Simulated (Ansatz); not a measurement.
```yaml
crystal:
  periodic: [false, false, false]
  atoms:
    - {symbol: S, position_ang: [-1.483565, 0.693844, -0.788339]}
    - {symbol: C, position_ang: [-0.375801, 0.120995, 0.455053]}
    - {symbol: B, position_ang: [1.012377, -0.429994, 0.222951]}
    - {symbol: O, position_ang: [0.057147, -1.332506, 0.388104]}
    - {symbol: H, position_ang: [-0.582120, 0.915039, -1.758974]}
    - {symbol: H, position_ang: [-0.738974, 0.365532, 1.447954]}
    - {symbol: H, position_ang: [2.172335, -0.400910, -0.012450]}
basis:
  gaussian: {orbitals: cc-pVTZ-DK, point_charges: [{charge: 2.00, position_ang: [5.677, 0.828, -0.352]}]}
total_charge: 1
magnetization: {spin_polarized: true, initial_magnetization: 2}
hamiltonian: {xc: {name: PBEsol}, dispersion: d4}
output: {forces: true}
```

```sh
$ ansatz run in.yaml --threads 2 --pin off --events-out ev --progress --plain --max-ram 4352MiB
```

(1) How does Ansatz answer? (An estimate is asked.)

Results:

(1) Computed: The program refused the input.
```
Error: a molecule whose nuclei and cores have a total charge of 38 cannot have a net charge of 1 together with 2 unpaired electrons
```
